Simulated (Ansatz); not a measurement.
C3H7FGe can be A, `C=[CH][GeH2][CH2]F`, or B, `C=[C](C)[GeH2][F]`.

Computed with Ansatz on PBE0-D4/def2-TZVP structures; ΔE is electronic, products minus reactants. CCSD(T)/CBS is the MP2 limit (def2-TZVPP, def2-QZVPP) plus CCSD(T) − MP2 in def2-TZVPP, frozen cores. Functionals use def2-TZVPP. B3LYP here is the variant with VWN-RPA as its local correlation; programs differ in this. For Ge outer-core shells are correlated without core-valence functions, which leaves a few kJ/mol of doubt a bond. Scalar relativity is left out up to krypton. Each species was taken in one conformer, which may not be the lowest.

Q: Which is lower in electronic energy at CCSD(T)/CBS, and by how much? (Best estimate.)

A: Ansatz gave: B, by 153.1 kJ/mol.

Q: Give E(B) − E(A) in kJ/mol with r2SCAN-D4, MP2/def2-TZVPP, PBE-D4, B3LYP-D4, B3LYP, PBE0-D4, ωB97M-V. (An estimate is asked.)

A: Ansatz gave: r2SCAN-D4 -154.3, MP2/def2-TZVPP -162.0, PBE-D4 -146.3, B3LYP-D4 -150.2, B3LYP -147.6, PBE0-D4 -150.0, ωB97M-V -151.1. None reverses the order clearly.

Largest T1 diagnostic: 0.011.

From PBE to PBE0 (25 % exact exchange), in def2-TZVPP and without D4, E(B) − E(A) moves by −4.0 kJ/mol.
